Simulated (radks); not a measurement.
The numbers below are computed, except where a source is named.
Sr XVI, configuration [Ar] 3d5 (the NIST ground configuration).

Level of theory: scalar-relativistic Kohn-Sham, PBE, spin-unpolarised, spherical densities, point nucleus (a radial shooting solver on a logarithmic mesh with Libxc functionals).

Energy parts (hartree):
part                       energy
total                 -3072.49445
kinetic                3154.05724
electron-nucleus      -7018.73257
Hartree                 882.31126
exchange-correlation    -90.13039

Orbitals (lengths in bohr, moments of r in powers of bohr; <r^-3> diverges for s and p1/2; r(max) is where P^2 peaks; r(90%) holds 90 % of the orbital's charge):
orbital  occ.  eigenvalue (hartree)   r(max)  <r^-3>  r(90%)
1s          2             -602.5292  0.02553       -  0.0701
2s          2             -96.05583   0.1450       -   0.266
2p          6             -87.26841   0.1160    1810   0.244
3s          2             -26.97067   0.4224       -   0.680
3p          6             -24.10218   0.4135   330.1   0.690
3d          5             -19.57585   0.3489   45.35   0.675

The highest occupied level is 3d at -532.69 eV. For comparison, the ionisation energy in NIST's Atomic Spectra Database is 562 eV (theoretical). In exact Kohn-Sham theory the highest level is minus the ionisation energy, but local and semilocal functionals leave it too shallow, through self-interaction and a potential that decays too fast; potentials with the right tail come closer. Summed over all electrons, <r^2> = 3.302 bohr^2, which gives a Langevin (diamagnetic) susceptibility term of -2.62 x 10^-6 cm^3/mol. The density falls to 0.001 e/bohr^3 at r = 1.37 bohr.

Beside tabulated values, note that spin-unpolarised runs miss the spin-polarisation part of the exchange energy of open shells.
